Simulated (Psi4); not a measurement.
Method: SAPT0/jun-cc-pVDZ, frozen core run with Psi4.

Psi4 input:

```
molecule {
0 1
Si 1.94546571 -0.90781386 0.90059159
Si 1.10993191 1.19122335 0.24555786
Si -0.70383137 0.85977787 -1.21547848
Si -2.24294709 -0.59398622 -0.19045664
H 3.16357156 -0.77234009 1.75273343
H 0.89439085 -1.63455540 1.67251325
H 2.28797202 -1.71448611 -0.30831748
H 2.18544204 1.99784442 -0.40770540
H 0.63504053 1.93016749 1.45545122
H -0.20601214 0.23603757 -2.47980679
H -1.36252644 2.15725763 -1.55720405
H -2.64359642 -0.04830320 1.14040032
H -3.46607468 -0.77722364 -1.02630856
H -1.59682648 -1.92359981 0.01802972
--
0 1
O -1.97314828 2.66436372 1.19029797
H -2.18664967 3.38978532 0.59450987
H -2.82088162 2.27759119 1.43224698
units angstrom
symmetry c1
no_reorient
no_com
}
set basis jun-cc-pvdz
set scf_type df
set freeze_core true
energy('sapt0')
```

Part of the output:

```
    SAPT Results
  --------------------------------------------------------------------------------------------------------
    Electrostatics                 -6.88112576 [mEh]      -4.31797160 [kcal/mol]     -18.06639318 [kJ/mol]
      Elst10,r                     -6.88112576 [mEh]      -4.31797160 [kcal/mol]     -18.06639318 [kJ/mol]

    Exchange                       11.84488489 [mEh]       7.43277749 [kcal/mol]      31.09874100 [kJ/mol]
      Exch10                       11.84488489 [mEh]       7.43277749 [kcal/mol]      31.09874100 [kJ/mol]
      Exch10(S^2)                  11.82240406 [mEh]       7.41867055 [kcal/mol]      31.03971759 [kJ/mol]

    Induction                      -1.90111351 [mEh]      -1.19296674 [kcal/mol]      -4.99137282 [kJ/mol]
      Ind20,r                      -4.40798219 [mEh]      -2.76605058 [kcal/mol]     -11.57315564 [kJ/mol]
      Exch-Ind20,r                  3.17961309 [mEh]       1.99523734 [kcal/mol]       8.34807302 [kJ/mol]
      delta HF,r (2)               -0.67274441 [mEh]      -0.42215349 [kcal/mol]      -1.76629020 [kJ/mol]

    Dispersion                     -3.87252606 [mEh]      -2.43004679 [kcal/mol]     -10.16731577 [kJ/mol]
      Disp20                       -4.65953113 [mEh]      -2.92389993 [kcal/mol]     -12.23359729 [kJ/mol]
      Exch-Disp20                   0.78700507 [mEh]       0.49385314 [kcal/mol]       2.06628152 [kJ/mol]
      Disp20 (SS)                  -2.32976556 [mEh]      -1.46194996 [kcal/mol]      -6.11679865 [kJ/mol]
      Disp20 (OS)                  -2.32976556 [mEh]      -1.46194996 [kcal/mol]      -6.11679865 [kJ/mol]
      Exch-Disp20 (SS)              0.42546270 [mEh]       0.26698188 [kcal/mol]       1.11705217 [kJ/mol]
      Exch-Disp20 (OS)              0.36154237 [mEh]       0.22687126 [kcal/mol]       0.94922935 [kJ/mol]

  Total HF                          3.06264563 [mEh]       1.92183915 [kcal/mol]       8.04097499 [kJ/mol]
  Total SAPT0                      -0.80988043 [mEh]      -0.50820764 [kcal/mol]      -2.12634078 [kJ/mol]
```
